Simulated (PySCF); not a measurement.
# Computed properties of ZnCl, SMILES [Zn+][Cl], charge +1

ZnCl, SMILES [Cl][Zn+], charge +1. Geometry optimised at B3LYP-D3(BJ)/def2-TZVP. The spin state was assumed, not searched. One conformer was computed; it need not be the lowest. All values are computed for the isolated molecule unless a solvent is named; none is compared with measurement here.

**Structure.** The optimised structure has C∞v symmetry. All 1 harmonic modes at B3LYP-D3(BJ)/def2-TZVP (PySCF) are real, so it is a minimum.

**Vibrations.** The strongest infrared lines (harmonic, unscaled, degenerate partners summed) lie at 440 cm⁻¹ (7 km/mol, Cl 65 %, Zn 35 %). The softest mode is at 440 cm⁻¹ and the zero-point energy is 0.6 kcal/mol.

**Electronic structure.** M06-2X/def2-TZVPD (PySCF) places the frontier levels at -16.26 and -10.41 eV, a gap of 5.85 eV and a mean polarisability of 30.0 bohr³. PBE/def2-TZVPD (PySCF) at the same geometry gives -13.79 and -12.09 eV, so its gap is 4.15 eV narrower. An orbital gap is neither the optical nor the fundamental gap.

**Excitations.** TDA-B3LYP/def2-TZVPD (PySCF) has S1 at 2.13 eV (583 nm, f = 0.007, weak); the most intense of the 10 singlets computed lies at 8.24 eV (f = 0.53). Strengths of degenerate partners are summed. T1 (TDA) is at 1.74 eV, 0.39 eV under S1. TDA-PBE/def2-TZVPD (PySCF) puts S1 at 1.90 eV.
